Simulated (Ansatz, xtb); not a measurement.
## CH3BF3Ge+: where a starting geometry ends

The starting geometry of this gas-phase singlet was built from a drawn formula by distance geometry; its bonds are those of `C[B-](F)(F)[Ge+2][F]`.

```xyz
9

C    -1.0865   -0.4430   -1.2831
B    -0.0336   -0.2874   -2.4636
F    -0.3047    0.9304   -3.1785
F    -0.0843   -1.3672   -3.3707
F     3.1331   -0.9237   -0.6287
Ge    1.9986   -0.4779   -1.8734
H    -1.8003    0.3673   -1.1988
H    -1.6913   -1.4115   -1.4596
H    -0.5133   -0.5941   -0.3300
```

**Question.** Where would you expect an optimisation with r2SCAN-D4/def2-SVP to take it?

**Answer.** It loosens into CH3BF2 + FGe, which stay close as a complex (formulas without charges). Contacts that open: B2–Ge6 (2.12 → 2.90 Å).

The energy falls by 3.52 eV over 34 steps:

| step | E − E(last) (eV) |
| --- | --- |
| 1 | 3.520 |
| 5 | 1.092 |
| 8 | 0.434 |
| 12 | 0.141 |
| 16 | 0.084 |
| 19 | 0.060 |
| 23 | 0.051 |
| 27 | 0.043 |
| 30 | 0.013 |
| 34 | 0.000 |

Final geometry (Å):

```
atom    x (Å)    y (Å)    z (Å)
   C  -1.4855  -0.4925  -1.3103
   B  -0.1402  -0.5027  -2.0123
   F   0.5151   0.5659  -2.5498
   F   0.6636  -1.5908  -2.1961
   F   2.9391  -0.1914  -1.3915
  Ge   2.5697  -0.4889  -3.0339
   H  -2.0702   0.4124  -1.5250
   H  -2.0719  -1.3938  -1.5484
   H  -1.3020  -0.5252  -0.2191
```

From the same start GFN2-xTB reaches the same bonding as this run.

The end wasn't checked by frequencies. Run with Ansatz 0.2.0, 28 s on 4 threads of Intel(R) Xeon(R) 6975P-C (Granite Rapids), with other jobs on the host.
